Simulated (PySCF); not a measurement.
Input of a run (PBE0-D3(BJ)/def2-SVP geometry optimisation, gas phase (PySCF 2.14.0)), started from GFN2-xTB:
```
{"job": {"xc": "PBE0", "basis": "def2-SVP", "d3": "d3bj", "grid": 1, "kind": "geom"}, "charge": 0, "multiplicity": 1}
C      1.983436     2.677771    -0.914719
S      1.989639     0.875910    -1.148186
Si     1.200413     0.285822     0.758157
C      0.755717    -1.553644     0.660519
C      2.003300    -2.416605     0.466739
Si    -0.548805    -1.960986    -0.682173
C     -1.904358    -0.708933    -0.544617
C     -2.767189     0.137647    -0.468019
Si    -4.055955     1.457961    -0.357119
H      2.645154     2.943679    -0.096476
H      0.971979     3.012569    -0.707215
H      2.339417     3.119278    -1.839327
H      0.041575     1.135556     1.024697
H      2.240565     0.545924     1.760272
H      0.317759    -1.804132     1.631942
H      2.500535    -2.162473    -0.467584
H      1.745982    -3.475055     0.436513
H      2.714666    -2.268530     1.278809
H      0.043195    -1.890225    -2.020337
H     -1.100800    -3.299254    -0.420179
H     -3.850535     2.389658    -1.469787
H     -5.378185     0.832291    -0.437399
H     -3.892257     2.152757     0.924685
```

Output (energies in Eh, forces in Eh/bohr):
```
step   0  E = -1464.32948664  max force = 0.023393
step   1  E = -1464.33403378  max force = 0.004383
step   2  E = -1464.33443165  max force = 0.002360
step   3  E = -1464.33454318  max force = 0.000836
step   4  E = -1464.33456386  max force = 0.001001
step   5  E = -1464.33457062  max force = 0.000815
step   6  E = -1464.33456879  max force = 0.000457
step   7  E = -1464.33457279  max force = 0.000192
optimisation converged
```

Task: Summarise the run.

Result: The energy falls by 13.4 kJ/mol over 8 energy and gradient evaluations, the largest force component goes from 0.0234 to 1.9e-04 Eh/bohr, and the atoms move by 0.128 Å rms after alignment. Among the bonds, Si3–H13 and Si3–H14 change most and about equally (+0.032 to +0.033 Å). Bonds longer at the end by more than 0.005 Å: 16 of 22; shorter: 4. Among the angles that change most is S2–Si3–H14, from 107.3° to 110.6°. Among the dihedrals that turn most is H13–Si3–C4–H15, from -59° to -48°. The energy rose by more than 1e-6 Eh at step 6. The first step brought 89 % of the lowering.

Task: What are the final bond lengths?

Result: C1–S2 1.820 Å, S2–Si3 2.144 Å, Si3–C4 1.883 Å, C4–C5 1.536 Å, C4–Si6 1.889 Å, Si6–C7 1.839 Å, C7≡C8 1.225 Å, C8–Si9 1.833 Å, C1–H10 1.099 Å, C1–H11 1.099 Å, C1–H12 1.098 Å, Si3–H13 1.495 Å, Si3–H14 1.500 Å, C4–H15 1.107 Å, C5–H16 1.102 Å, C5–H17 1.103 Å, C5–H18 1.101 Å, Si6–H19 1.491 Å, Si6–H20 1.496 Å, Si9–H21 1.492 Å, Si9–H22 1.492 Å, Si9–H23 1.492 Å. Numbering counts from 1 in the input's order; the species is `CS[SiH2][C@H](C)[SiH2]C#C[SiH3]`.

The run used 212 basis functions and 54 SCF cycles in all. Hardware: one thread of an Arm Neoverse V1, no GPU, shared host with 32 logical CPUs at a one-minute load of 13. Cost: 4.1 min wall, 0.96 GiB resident at most.

No frequency check. One conformer, not necessarily the lowest.
